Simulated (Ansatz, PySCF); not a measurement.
Gas-phase reaction (SMILES): CB(C)N + Cl (HCl) → CB(C)Cl [chloro(dimethyl)borane] + N (NH3); hydrogen chloride cleaves one B-N bond, a model of a ligand-exchange step.

Each molecule is optimised on its own at B3LYP-D3(BJ)/def2-TZVP (Ansatz, a quantum-chemistry and plane-wave program), one conformer each, not searched for the lowest. Correlated levels leave the core frozen unless marked. No spin-orbit coupling. Non-relativistic. Basis-set limits of correlation are two-point, X^-3; Hartree-Fock from the larger set. [CCSD(T)-MP2]/basis is that difference in the basis named. Thermal terms are rigid-rotor harmonic-oscillator values from B3LYP-D3(BJ) frequencies (Ansatz or PySCF) at 298.15 K and 1 atm. 1 Eh = 627.5095 kcal/mol.

```csv
species,"E, RI-MP2/CBS(aug-cc-pV(T+d)Z,aug-cc-pV(Q+d)Z)+[CCSD(T)-MP2]/aug-cc-pV(T+d)Z (Ansatz) (Eh)","E, wB97X-V/def2-TZVPD (Ansatz) (Eh)",H - E (Eh)
CB(C)N,-160.48757,-160.71039,0.11171
Cl (HCl),-460.37874,-460.74931,0.01000
CB(C)Cl,-564.34833,-564.88800,0.08494
N (NH3),-56.50756,-56.56167,0.03799
```

Problem. Work out ΔE and ΔH at 298.15 K at the first level, then ΔH at the second.

Solution. 
1. ΔE = [(-564.34833) + (-56.50756)] - [(-160.48757) + (-460.37874)] = 0.01042 Eh = 6.5 kcal/mol at RI-MP2/CBS(aug-cc-pV(T+d)Z,aug-cc-pV(Q+d)Z)+[CCSD(T)-MP2]/aug-cc-pV(T+d)Z.
2. The terms H - E add up to 0.00122 Eh, so ΔH = (0.01042 + (0.00122))×627.5095 = 7.3 kcal/mol.
3. At wB97X-V/def2-TZVPD the same steps give ΔE = 6.3 and ΔH = 7.1 kcal/mol, a shift of -0.2 from the first level.
4. These values are not checked against measurement here, since the tables used lack a sound gas-phase enthalpy of formation for at least one species.
